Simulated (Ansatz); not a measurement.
Ansatz (an electronic-structure program) input (B3LYP-D3(BJ)/def2-TZVP):

Ansatz 0.2 input:
```yaml
crystal:
  periodic: [false, false, false]
  atoms:
    - {symbol: Sn, position_ang: [-0.18372747, -0.07274761, 1.52682989]}
    - {symbol: O, position_ang: [0.83976347, -1.45784783, 0.07604822]}
    - {symbol: H, position_ang: [0.74469507, -1.06840496, -0.78744017]}
    - {symbol: O, position_ang: [-0.86496049, 1.44718192, 0.01181668]}
    - {symbol: H, position_ang: [-0.57343511, 1.13839977, -0.84030942]}
basis:
  gaussian:
    orbitals: def2-TZVP
hamiltonian:
  xc: b3lyp
  dispersion: d3bj
total_charge: -1
magnetization: {spin_polarized: true, initial_magnetization: 1}
relax: {f_tol: 0.002, max_steps: 150}
```

Output:

```
Functional definition: B3LYP
integrals: 0.04 GiB planned
822 factors; their error is unknown
mean field: 0.51 GiB planned
mean field evaluation 1: about -9961.3963 eV, gradient 2.6e1 eV
mean field evaluation 2: about -9951.4769 eV, gradient 5.8e1 eV
mean field evaluation 4: about -9963.6666 eV, gradient 1.0e0 eV
mean field evaluation 8: about -9963.7466 eV, gradient 5.8e-2 eV
mean field evaluation 16: about -9963.7466 eV, gradient 9.6e-6 eV
mean field -9963.74663044 eV, -366.1609349985 hartree, gradient 9.6e-6 eV, S^2 0.752691; 2 other end points of the search recorded, 0 dependent functions left out
the calculation of the forces begins
reference -9963.74684702 eV, -366.1609429579 hartree; 21, 20 occupied and 103, 104 virtual orbitals, 822 factors
relax step   1: F+E_penalty+E_count = -9963.88715847 eV  Δ(F+E_penalty+E_count) = +0.000e0 eV  max|allowed force component| = 1.495e0 eV/Å  Δτ_max = 0.0000 Å  (39 SCF iters, accepted)
these checks for a lower state are left out or cut short: starts, cluster_reference, orbital_swaps, neighbouring_geometries, increment
integrals: 0.04 GiB planned
822 factors; their error is unknown
mean field: 0.52 GiB planned
mean field -9963.92612924 eV, -366.1675314578 hartree, gradient 1.9e-5 eV, S^2 0.752834; 0 other end points of the search recorded, 0 dependent functions left out
the calculation of the forces begins
reference -9963.92634042 eV, -366.1675392186 hartree; 21, 20 occupied and 103, 104 virtual orbitals, 822 factors
relax step   2: F+E_penalty+E_count = -9964.07191171 eV  Δ(F+E_penalty+E_count) = -1.848e-1 eV  max|allowed force component| = 5.381e-1 eV/Å  Δτ_max = 0.1758 Å  (38 SCF iters, accepted)
these checks for a lower state are left out or cut short: starts, cluster_reference, orbital_swaps, neighbouring_geometries, increment
integrals: 0.04 GiB planned
822 factors; their error is unknown
mean field: 0.52 GiB planned
mean field evaluation 32: about -9963.9414 eV, gradient 2.1e-1 eV
mean field -9963.94154475 eV, -366.1680979675 hartree, gradient 2.5e-5 eV, S^2 0.752797; 0 other end points of the search recorded, 0 dependent functions left out
the calculation of the forces begins
reference -9963.94175740 eV, -366.1681057820 hartree; 21, 20 occupied and 103, 104 virtual orbitals, 822 factors
relax step   3: F+E_penalty+E_count = -9964.08650906 eV  Δ(F+E_penalty+E_count) = -1.460e-2 eV  max|allowed force component| = 1.069e-1 eV/Å  Δτ_max = 0.0523 Å  (33 SCF iters, accepted)
these checks for a lower state are left out or cut short: starts, cluster_reference, orbital_swaps, neighbouring_geometries, increment
integrals: 0.04 GiB planned
822 factors; their error is unknown
mean field: 0.52 GiB planned
mean field -9963.94658576 eV, -366.1682832210 hartree, gradient 2.0e-5 eV, S^2 0.752801; 0 other end points of the search recorded, 0 dependent functions left out
the calculation of the forces begins
reference -9963.94679806 eV, -366.1682910229 hartree; 21, 20 occupied and 103, 104 virtual orbitals, 822 factors
relax step   4: F+E_penalty+E_count = -9964.09148180 eV  Δ(F+E_penalty+E_count) = -4.973e-3 eV  max|allowed force component| = 1.841e-1 eV/Å  Δτ_max = 0.0393 Å  (34 SCF iters, accepted)
these checks for a lower state are left out or cut short: starts, cluster_reference, orbital_swaps, neighbouring_geometries, increment
integrals: 0.04 GiB planned
822 factors; their error is unknown
mean field: 0.52 GiB planned
mean field -9963.94762139 eV, -366.1683212799 hartree, gradient 2.2e-5 eV, S^2 0.752794; 0 other end points of the search recorded, 0 dependent functions left out
the calculation of the forces begins
reference -9963.94783356 eV, -366.1683290770 hartree; 21, 20 occupied and 103, 104 virtual orbitals, 822 factors
relax step   5: F+E_penalty+E_count = -9964.09258408 eV  Δ(F+E_penalty+E_count) = -1.102e-3 eV  max|allowed force component| = 4.527e-1 eV/Å  Δτ_max = 0.0246 Å  (33 SCF iters, accepted)
these checks for a lower state are left out or cut short: starts, cluster_reference, orbital_swaps, neighbouring_geometries, increment
integrals: 0.04 GiB planned
822 factors; their error is unknown
mean field: 0.52 GiB planned
[...]
these checks for a lower state are left out or cut short: starts, cluster_reference, orbital_swaps, neighbouring_geometries, increment
integrals: 0.04 GiB planned
822 factors; their error is unknown
mean field: 0.52 GiB planned
mean field evaluation 64: about -9963.9234 eV, gradient 2.7e-5 eV
mean field -9963.92336005 eV, -366.1674296922 hartree, gradient 2.7e-5 eV, S^2 0.752770; 0 other end points of the search recorded, 0 dependent functions left out
the calculation of the forces begins
reference -9963.92357676 eV, -366.1674376561 hartree; 21, 20 occupied and 103, 104 virtual orbitals, 822 factors
relax step   7: F+E_penalty+E_count = -9964.06788331 eV  Δ(F+E_penalty+E_count) = +2.486e-2 eV  max|allowed force component| = 1.646e0 eV/Å  Δτ_max = 0.1953 Å  (39 SCF iters, rejected (line search))
these checks for a lower state are left out or cut short: starts, cluster_reference, orbital_swaps, neighbouring_geometries, increment
integrals: 0.04 GiB planned
822 factors; their error is unknown
mean field: 0.52 GiB planned
mean field -9963.97904244 eV, -366.1694759820 hartree, gradient 1.1e-5 eV, S^2 0.752787; 0 other end points of the search recorded, 0 dependent functions left out
the calculation of the forces begins
reference -9963.97925558 eV, -366.1694838149 hartree; 21, 20 occupied and 103, 104 virtual orbitals, 822 factors
relax step   8: F+E_penalty+E_count = -9964.12416328 eV  Δ(F+E_penalty+E_count) = -3.142e-2 eV  max|allowed force component| = 9.532e-2 eV/Å  Δτ_max = 0.0977 Å  (34 SCF iters, accepted)
these checks for a lower state are left out or cut short: starts, cluster_reference, orbital_swaps, neighbouring_geometries, increment
integrals: 0.04 GiB planned
822 factors; their error is unknown
mean field: 0.52 GiB planned
mean field -9964.00290156 eV, -366.1703527888 hartree, gradient 4.5e-5 eV, S^2 0.752757; 0 other end points of the search recorded, 0 dependent functions left out
the calculation of the forces begins
reference -9964.00311730 eV, -366.1703607167 hartree; 21, 20 occupied and 103, 104 virtual orbitals, 822 factors
relax step   9: F+E_penalty+E_count = -9964.14845159 eV  Δ(F+E_penalty+E_count) = -2.429e-2 eV  max|allowed force component| = 3.206e-1 eV/Å  Δτ_max = 0.1000 Å  (34 SCF iters, accepted)
these checks for a lower state are left out or cut short: starts, cluster_reference, orbital_swaps, neighbouring_geometries, increment
integrals: 0.04 GiB planned
822 factors; their error is unknown
mean field: 0.52 GiB planned
mean field -9964.01636035 eV, -366.1708473900 hartree, gradient 2.1e-5 eV, S^2 0.752764; 0 other end points of the search recorded, 0 dependent functions left out
the calculation of the forces begins
reference -9964.01657630 eV, -366.1708553262 hartree; 21, 20 occupied and 103, 104 virtual orbitals, 822 factors
relax step  10: F+E_penalty+E_count = -9964.16159029 eV  Δ(F+E_penalty+E_count) = -1.314e-2 eV  max|allowed force component| = 2.159e-1 eV/Å  Δτ_max = 0.0511 Å  (32 SCF iters, accepted)
these checks for a lower state are left out or cut short: starts, cluster_reference, orbital_swaps, neighbouring_geometries, increment
integrals: 0.04 GiB planned
822 factors; their error is unknown
mean field: 0.52 GiB planned
mean field -9963.88191727 eV, -366.1659066978 hartree, gradient 2.1e-5 eV, S^2 0.752753; 0 other end points of the search recorded, 0 dependent functions left out
the calculation of the forces begins
reference -9963.88213598 eV, -366.1659147353 hartree; 21, 20 occupied and 103, 104 virtual orbitals, 822 factors
relax step  11: F+E_penalty+E_count = -9964.02723423 eV  Δ(F+E_penalty+E_count) = +1.344e-1 eV  max|allowed force component| = 1.644e0 eV/Å  Δτ_max = 0.1909 Å  (40 SCF iters, rejected (line search))
these checks for a lower state are left out or cut short: starts, cluster_reference, orbital_swaps, neighbouring_geometries, increment
integrals: 0.04 GiB planned
822 factors; their error is unknown
mean field: 0.52 GiB planned
mean field evaluation 96: about -9963.9591 eV, gradient 6.3e-2 eV
mean field -9964.02949256 eV, -366.1713299899 hartree, gradient 1.1e-5 eV, S^2 0.752773; 0 other end points of the search recorded, 0 dependent functions left out
the calculation of the forces begins
reference -9964.02970907 eV, -366.1713379464 hartree; 21, 20 occupied and 103, 104 virtual orbitals, 822 factors
relax step  12: F+E_penalty+E_count = -9964.17386927 eV  Δ(F+E_penalty+E_count) = -1.228e-2 eV  max|allowed force component| = 1.114e-1 eV/Å  Δτ_max = 0.0954 Å  (32 SCF iters, accepted)
these checks for a lower state are left out or cut short: starts, cluster_reference, orbital_swaps, neighbouring_geometries, increment
integrals: 0.04 GiB planned
822 factors; their error is unknown
mean field: 0.52 GiB planned
mean field -9964.03316866 eV, -366.1714650838 hartree, gradient 1.3e-5 eV, S^2 0.752781; 0 other end points of the search recorded, 0 dependent functions left out
the calculation of the forces begins
reference -9964.03338538 eV, -366.1714730483 hartree; 21, 20 occupied and 103, 104 virtual orbitals, 822 factors
relax step  13: F+E_penalty+E_count = -9964.17782382 eV  Δ(F+E_penalty+E_count) = -3.955e-3 eV  max|allowed force component| = 1.100e-1 eV/Å  Δτ_max = 0.0438 Å  (34 SCF iters, accepted)
these checks for a lower state are left out or cut short: starts, cluster_reference, orbital_swaps, neighbouring_geometries, increment
integrals: 0.04 GiB planned
822 factors; their error is unknown
mean field: 0.52 GiB planned
mean field -9964.02428430 eV, -366.1711385897 hartree, gradient 5.1e-5 eV, S^2 0.752785; 0 other end points of the search recorded, 0 dependent functions left out
the calculation of the forces begins
reference -9964.02450426 eV, -366.1711466733 hartree; 21, 20 occupied and 103, 104 virtual orbitals, 822 factors
relax step  14: F+E_penalty+E_count = -9964.16773172 eV  Δ(F+E_penalty+E_count) = +1.009e-2 eV  max|allowed force component| = 4.810e-1 eV/Å  Δτ_max = 0.1463 Å  (33 SCF iters, rejected (line search))
these checks for a lower state are left out or cut short: starts, cluster_reference, orbital_swaps, neighbouring_geometries, increment
integrals: 0.04 GiB planned
822 factors; their error is unknown
mean field: 0.52 GiB planned
mean field -9964.03641681 eV, -366.1715844513 hartree, gradient 2.2e-5 eV, S^2 0.752787; 0 other end points of the search recorded, 0 dependent functions left out
the calculation of the forces begins
reference -9964.03663452 eV, -366.1715924520 hartree; 21, 20 occupied and 103, 104 virtual orbitals, 822 factors
relax step  15: F+E_penalty+E_count = -9964.18036057 eV  Δ(F+E_penalty+E_count) = -2.537e-3 eV  max|allowed force component| = 9.690e-3 eV/Å  Δτ_max = 0.0682 Å  (32 SCF iters, accepted)
these checks for a lower state are left out or cut short: starts, cluster_reference, orbital_swaps, neighbouring_geometries, increment
integrals: 0.04 GiB planned
822 factors; their error is unknown
mean field: 0.52 GiB planned
mean field evaluation 128: about -9964.0364 eV, gradient 2.4e-5 eV
mean field -9964.03640493 eV, -366.1715840146 hartree, gradient 2.4e-5 eV, S^2 0.752787; 0 other end points of the search recorded, 0 dependent functions left out
the calculation of the forces begins
reference -9964.03662263 eV, -366.1715920150 hartree; 21, 20 occupied and 103, 104 virtual orbitals, 822 factors
relax step  16: F+E_penalty+E_count = -9964.18037547 eV  Δ(F+E_penalty+E_count) = -1.490e-5 eV  max|allowed force component| = 9.204e-3 eV/Å  Δτ_max = 0.0023 Å  (25 SCF iters, accepted)
these checks for a lower state are left out or cut short: starts, cluster_reference, orbital_swaps, neighbouring_geometries, increment
integrals: 0.04 GiB planned
822 factors; their error is unknown
mean field: 0.52 GiB planned
mean field -9964.03649392 eV, -366.1715872851 hartree, gradient 2.0e-5 eV, S^2 0.752787; 0 other end points of the search recorded, 0 dependent functions left out
the calculation of the forces begins
reference -9964.03671179 eV, -366.1715952915 hartree; 21, 20 occupied and 103, 104 virtual orbitals, 822 factors
relax step  17: F+E_penalty+E_count = -9964.18041675 eV  Δ(F+E_penalty+E_count) = -4.129e-5 eV  max|allowed force component| = 4.447e-3 eV/Å  Δτ_max = 0.0077 Å  (33 SCF iters, accepted)
these checks for a lower state are left out or cut short: starts, cluster_reference, orbital_swaps, neighbouring_geometries, increment
integrals: 0.04 GiB planned
822 factors; their error is unknown
mean field: 0.52 GiB planned
mean field -9964.03651488 eV, -366.1715880554 hartree, gradient 1.9e-5 eV, S^2 0.752788; 0 other end points of the search recorded, 0 dependent functions left out
the calculation of the forces begins
reference -9964.03673279 eV, -366.1715960634 hartree; 21, 20 occupied and 103, 104 virtual orbitals, 822 factors
relax step  18: F+E_penalty+E_count = -9964.18041943 eV  Δ(F+E_penalty+E_count) = -2.680e-6 eV  max|allowed force component| = 1.050e-3 eV/Å  Δτ_max = 0.0020 Å  (35 SCF iters, accepted)
integrals: 0.04 GiB planned
822 factors; their error is unknown
mean field: 0.52 GiB planned
mean field evaluation 160: about -9964.0365 eV, gradient 7.6e-5 eV
mean field -9964.03651488 eV, -366.1715880554 hartree, gradient 6.2e-5 eV, S^2 0.752788; 1 other end points of the search recorded, 0 dependent functions left out
the calculation of the forces begins
reference -9964.03673279 eV, -366.1715960634 hartree; 21, 20 occupied and 103, 104 virtual orbitals, 822 factors
Total energy: -9964.18063734 eV, -366.1768844581 hartree
Atom 0 at    -0.170045    -0.066917     1.407514 Å, force    -0.000117    -0.000050     0.001050 eV/Å
Atom 1 at     0.574985    -1.409174    -0.030549 Å, force     0.000446     0.000047    -0.000655 eV/Å
Atom 2 at     1.161913    -0.891836    -0.593282 Å, force    -0.000027    -0.000483     0.000153 eV/Å
Atom 3 at    -0.583376     1.406679    -0.035528 Å, force    -0.000287     0.000022    -0.000734 eV/Å
Atom 4 at    -1.021142     0.947829    -0.761210 Å, force    -0.000015     0.000463     0.000187 eV/Å
Dipole moment:    -0.009688    -0.003993     0.086190 e Å
```
